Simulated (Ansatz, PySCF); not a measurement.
This singlet lies 0.80 eV below the relaxed triplet at the level frozen-core CCSD(T)/cc-pVTZ // PBE0-D3(BJ)/def2-TZVP (Ansatz, a first-principles code).

Cartesian coordinates (Å):
SMILES: [NH2][Ge][AlH2]
```xyz
7

N     -1.5127    -0.2238    -0.2418
Ge    -0.9148     1.4136     0.3018
Al     1.4750     0.3825     0.2831
H     -2.4925    -0.4015    -0.4073
H     -0.9426    -1.0406    -0.4123
H      2.8891     1.0328     0.6454
H      1.4985    -1.1629    -0.1688
```
Charge 0, multiplicity 1.

**Question.** What is the computed dipole moment, total energy and HOMO–LUMO gap (PySCF with PBE0-D3(BJ)/def2-TZVP)?

**Answer.** 
| Quantity | Result |
|---|---|
| dipole moment | 1.43 D |
| total energy | -64658.53 eV |
| HOMO–LUMO gap | 3.09 eV |
